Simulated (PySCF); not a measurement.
Hexafluoropropylene, C3F6.
Bonds: F1–C2, C2–F3, C2–C4 (double), C4–F5, C4–C6, C6–F7, C6–F8, C6–F9.

Theory: PySCF, PBE0-D3(BJ)/def2-SVP geometry optimisation, gas phase.

**Question.** Give the optimised bond lengths and angles.

**Answer.** 
| bond | length (bohr) |
| --- | --- |
| F1–C2 | 2.456 |
| C2–F3 | 2.459 |
| C2=C4 | 2.523 |
| C4–F5 | 2.509 |
| C4–C6 | 2.834 |
| C6–F7, C6–F8, C6–F9 | 2.515 |

Bonds in one row agree within 0.02 bohr and their mean is given. A selection of angles:
| angle | degrees |
| --- | --- |
| F1–C2–F3 | 112.4 |
| F1–C2–C4 | 125.0 |
| F3–C2–C4 | 122.6 |
| C2–C4–F5 | 119.4 |
| C2–C4–C6 | 126.9 |
| F5–C4–C6 | 113.7 |
| C4–C6–F7 | 110.8 |
| C4–C6–F8 | 110.0 |
| F7–C6–F8 | 107.4 |
| F8–C6–F9 | 108.7 |

Torsions: F1–C2–C4–F5 -179° (antiperiplanar); C2–C4–C6–F7 -112° (anticlinal). The mirror-image conformer, all signs reversed, is as good.

Of the pairs four or more bonds apart, F1···F9 is among the closest relative to their van der Waals radii: 2.63 Å, 89 % of the sum of Bondi's values. The C–C distances run from 1.335 Å (C2=C4, drawn double) to 1.500 Å (C4–C6, drawn single), a spread of 0.165 Å. The C–F distances run from 1.300 Å (F1–C2, drawn single) to 1.333 Å (C6–F7, drawn single), a spread of 0.033 Å.

Point group: near Cs, missed by 0.22 Å at most; the miss may be what the optimiser left on a soft mode. No PBE0-D3(BJ)/def2-SVP frequencies stand behind this structure, so it isn't proved a minimum.
